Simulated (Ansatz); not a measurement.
Steps of a relaxation of CH$_{4}$O$_{3}$Si, SMILES `O=C(O)O[SiH3]` with RKS PBE-D4/def2-SVP.

```sh
$ ansatz run in.yaml --threads 2 --pin off --events-out ev --progress --plain --max-ram 4352MiB
```

```yaml
crystal:
  periodic: [false, false, false]
  atoms:
    - {symbol: O, position_ang: [1.135700, -1.221500, 0.703300]}
    - {symbol: C, position_ang: [1.065400, -0.037500, 0.268300]}
    - {symbol: O, position_ang: [2.144300, 0.728100, 0.246500]}
    - {symbol: O, position_ang: [0.121000, 0.678400, -0.240400]}
    - {symbol: Si, position_ang: [-1.470000, 0.029200, -0.393300]}
    - {symbol: H, position_ang: [2.859700, 0.155600, 0.640100]}
    - {symbol: H, position_ang: [-1.433700, -1.142600, -1.269800]}
    - {symbol: H, position_ang: [-2.333500, 1.074400, -0.974800]}
    - {symbol: H, position_ang: [-2.000500, -0.310500, 1.003000]}
basis:
  gaussian: {orbitals: def2-SVP}
hamiltonian: {xc: pbe, dispersion: d4}
relax: {f_tol: 0.03, max_steps: 200}
```

Positions (Å) and forces (eV/Å) along the path, 8 of 8 steps:

```xyz
9
step=1 energy=-15102.3465 eV
O     1.136   -1.222    0.703   -1.442    2.465   -1.129
C     1.065   -0.037    0.268    2.538   -3.289    1.564
O     2.144    0.728    0.246    2.256    0.198    0.584
O     0.121    0.678   -0.240   -2.750    0.361   -0.771
Si   -1.470    0.029   -0.393   -0.393   -0.241    1.126
H     2.860    0.156    0.640   -0.491    0.527   -0.331
H    -1.434   -1.143   -1.270    0.046   -0.508   -0.360
H    -2.333    1.074   -0.975    0.007    0.415   -0.194
H    -2.001   -0.310    1.003    0.229    0.073   -0.490
9
step=2 energy=-15102.6219 eV
O     1.080   -1.184    0.685   -0.772    0.920   -0.714
C     1.080   -0.032    0.241    1.299   -1.105    1.180
O     2.184    0.733    0.262    0.675    0.087    0.011
O     0.093    0.687   -0.250   -1.018    0.053   -0.387
Si   -1.492    0.006   -0.371   -0.009   -0.051    0.267
H     2.878    0.156    0.655   -0.163    0.182   -0.118
H    -1.445   -1.180   -1.266   -0.028   -0.161   -0.100
H    -2.297    1.106   -0.978   -0.006    0.057   -0.014
H    -1.992   -0.339    1.005    0.022    0.018   -0.124
9
step=3 energy=-15102.6582 eV
O     1.020   -1.157    0.643   -0.256   -0.053    0.427
C     1.077    0.011    0.308    0.675   -0.185   -1.011
O     2.228    0.732    0.268   -0.559    0.108    0.192
O     0.074    0.715   -0.232   -0.013    0.194    0.278
Si   -1.492   -0.013   -0.366    0.156    0.074   -0.130
H     2.914    0.133    0.619    0.066   -0.073    0.061
H    -1.447   -1.218   -1.263    0.010    0.082    0.050
H    -2.280    1.103   -0.985   -0.015   -0.100    0.022
H    -2.006   -0.352    0.992   -0.063   -0.048    0.111
9
step=4 energy=-15102.6950 eV
O     1.008   -1.157    0.642   -0.083   -0.024   -0.038
C     1.091   -0.006    0.252    0.253    0.077    0.128
O     2.227    0.732    0.275   -0.378   -0.069   -0.095
O     0.080    0.719   -0.246    0.079    0.071   -0.036
Si   -1.487   -0.008   -0.360    0.103   -0.002   -0.094
H     2.906    0.140    0.653    0.040   -0.040    0.020
H    -1.446   -1.210   -1.256    0.010    0.042    0.032
H    -2.290    1.095   -0.978   -0.013   -0.040    0.020
H    -2.001   -0.351    1.001   -0.012   -0.015    0.064
9
step=5 energy=-15102.7004 eV
O     0.975   -1.148    0.639   -0.065   -0.081   -0.004
C     1.080    0.001    0.250    0.222    0.210    0.040
O     2.223    0.724    0.274   -0.253   -0.091   -0.048
O     0.083    0.742   -0.256    0.062   -0.005   -0.003
Si   -1.474   -0.008   -0.358    0.006    0.002   -0.079
H     2.896    0.124    0.654    0.036   -0.023    0.015
H    -1.421   -1.209   -1.255    0.005    0.034    0.030
H    -2.298    1.081   -0.973   -0.009   -0.033    0.016
H    -1.976   -0.353    1.008   -0.002   -0.012    0.032
9
step=6 energy=-15102.7029 eV
O     0.942   -1.138    0.639   -0.012    0.009   -0.006
C     1.073    0.010    0.249    0.054    0.083   -0.013
O     2.222    0.713    0.272   -0.046   -0.052    0.006
O     0.089    0.763   -0.266    0.013   -0.032    0.013
Si   -1.463   -0.004   -0.360   -0.023   -0.025    0.003
H     2.888    0.107    0.656    0.003    0.004    0.000
H    -1.396   -1.205   -1.252   -0.001    0.009   -0.007
H    -2.315    1.066   -0.968    0.013   -0.005    0.006
H    -1.949   -0.359    1.012   -0.002    0.009   -0.002
9
step=7 energy=-15102.7031 eV
O     0.939   -1.135    0.641   -0.003   -0.012    0.005
C     1.073    0.012    0.249   -0.003    0.036   -0.015
O     2.221    0.712    0.271    0.011   -0.013    0.007
O     0.089    0.763   -0.267    0.005   -0.016    0.008
Si   -1.462   -0.008   -0.359   -0.008    0.010    0.000
H     2.887    0.106    0.656   -0.003    0.005   -0.002
H    -1.396   -1.203   -1.258   -0.001   -0.005    0.006
H    -2.313    1.064   -0.965   -0.001    0.002   -0.001
H    -1.949   -0.357    1.014    0.004   -0.007   -0.007
9
step=8 energy=-15102.7031 eV
O     0.939   -1.135    0.641    0.001   -0.004    0.003
C     1.073    0.013    0.249   -0.007    0.005   -0.004
O     2.222    0.711    0.271    0.008   -0.001    0.002
O     0.089    0.763   -0.267   -0.002   -0.001    0.000
Si   -1.463   -0.007   -0.359    0.001    0.000    0.001
H     2.888    0.106    0.656   -0.001    0.001   -0.001
H    -1.397   -1.204   -1.256    0.000    0.000   -0.001
H    -2.313    1.065   -0.965   -0.001    0.000    0.000
H    -1.949   -0.360    1.012    0.001    0.001   -0.001
```

Run time 14 s (2 threads of an Arm Neoverse V1 on a shared host); peak host memory 0.13 GiB.
